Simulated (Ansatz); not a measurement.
Reaction (ligand exchange at a Zr–F bond): `[OH][Zr]([F])([F])[SeH]` + HCl → `[OH][Zr]([F])([Cl])[SeH]` + H–F

Gas-phase electronic energies from Ansatz, PBE0-D4/def2-TZVP geometries. CCSD(T)/CBS adds triple-zeta CCSD(T) − MP2 to the extrapolated MP2 energy (def2 sets, frozen cores). This one scheme is used for every species. Functionals use def2-TZVPP. B3LYP here is the variant with VWN-RPA as its local correlation; programs differ in this. def2 core potentials past Kr. For Se, Zr outer-core shells are correlated without core-valence functions, which leaves a few kJ/mol of doubt a bond. Scalar relativity is left out up to krypton. One conformer a species, not always the lowest.

`[OH][Zr]([F])([F])[SeH]`:

Cartesian coordinates in Å:
```
O 0.979 -1.570 0.153
Zr -0.331 -0.212 0.012
F -1.427 -0.440 -1.524
F -1.479 -0.173 1.526
Se 1.000 2.004 -0.158
H 1.539 -2.337 0.234
H -0.281 2.728 -0.244
```

HCl:

```xyz
2

Cl   -0.328   -0.285   -0.469
H     0.328    0.285    0.469
```

`[OH][Zr]([F])([Cl])[SeH]`:

```xyz
7

O     1.836   -0.294    0.072
Zr    0.046    0.142   -0.330
F    -0.175    1.985   -0.709
Cl   -0.741   -1.089   -2.170
Se   -1.279   -0.461    1.796
H     2.771   -0.469    0.149
H    -2.458    0.186    1.192
```

H–F:

Cartesian coordinates in Å:
```
F 0.369 0.197 -0.191
H -0.369 -0.197 0.191
```

```json
{"level": "PBE-D4", "ΔE (kcal/mol)": "4.1", "difference from CCSD(T)/CBS": "2.1"}
{"level": "r2SCAN-D4", "ΔE (kcal/mol)": "4.1", "difference from CCSD(T)/CBS": "2.1"}
{"level": "PBE0-D4", "ΔE (kcal/mol)": "2.7", "difference from CCSD(T)/CBS": "0.7"}
{"level": "B3LYP-D4", "ΔE (kcal/mol)": "4.1", "difference from CCSD(T)/CBS": "2.1"}
{"level": "ωB97X-V", "ΔE (kcal/mol)": "5.3", "difference from CCSD(T)/CBS": "3.3"}
{"level": "ωB97M-V", "ΔE (kcal/mol)": "4.5", "difference from CCSD(T)/CBS": "2.5"}
{"level": "B2PLYP", "ΔE (kcal/mol)": "4.1", "difference from CCSD(T)/CBS": "2.1"}
{"level": "PBE", "ΔE (kcal/mol)": "4.9", "difference from CCSD(T)/CBS": "2.9"}
{"level": "r2SCAN", "ΔE (kcal/mol)": "4.3", "difference from CCSD(T)/CBS": "2.3"}
{"level": "PBE0", "ΔE (kcal/mol)": "3.4", "difference from CCSD(T)/CBS": "1.4"}
{"level": "B3LYP", "ΔE (kcal/mol)": "5.4", "difference from CCSD(T)/CBS": "3.4"}
{"level": "HF/def2-TZVPP", "ΔE (kcal/mol)": "3.8", "difference from CCSD(T)/CBS": "1.8"}
{"level": "MP2/def2-TZVPP", "ΔE (kcal/mol)": "1.2", "difference from CCSD(T)/CBS": "-0.8"}
{"level": "SCS-MP2/def2-TZVPP", "ΔE (kcal/mol)": "2.8", "difference from CCSD(T)/CBS": "0.8"}
{"level": "CCSD/def2-TZVPP", "ΔE (kcal/mol)": "3.3", "difference from CCSD(T)/CBS": "1.3"}
{"level": "CCSD(T)/def2-TZVPP", "ΔE (kcal/mol)": "2.8", "difference from CCSD(T)/CBS": "0.8"}
{"level": "HF/def2-QZVPP", "ΔE (kcal/mol)": "4.1", "difference from CCSD(T)/CBS": "2.1"}
{"level": "MP2/def2-QZVPP", "ΔE (kcal/mol)": "0.9", "difference from CCSD(T)/CBS": "-1.1"}
{"level": "SCS-MP2/def2-QZVPP", "ΔE (kcal/mol)": "2.4", "difference from CCSD(T)/CBS": "0.4"}
{"level": "HF/CBS(def2)", "ΔE (kcal/mol)": "4.1", "difference from CCSD(T)/CBS": "2.1"}
{"level": "MP2/CBS(def2)", "ΔE (kcal/mol)": "0.4", "difference from CCSD(T)/CBS": "-1.6"}
{"level": "CCSD/CBS(def2)", "ΔE (kcal/mol)": "2.5", "difference from CCSD(T)/CBS": "0.5"}
{"level": "CCSD(T)/CBS", "ΔE (kcal/mol)": "2.0", "difference from CCSD(T)/CBS": "0"}
```

Largest T1 diagnostic among the species: 0.016.

The D4 term adds −1.3 kcal/mol with B3LYP and −0.7 kcal/mol with PBE0; it sums over pairs of atoms, weighted by their polarisabilities, and B3LYP, whose exchange is more repulsive, gets the larger term. In def2-TZVPP, CCSD(T) changes the Hartree–Fock value by −1.0 kcal/mol (the triples alone add −0.5 kcal/mol) and MP2 by −2.6 kcal/mol. From PBE to PBE0 (25 % exact exchange), in def2-TZVPP and without D4, ΔE moves by −1.5 kcal/mol.
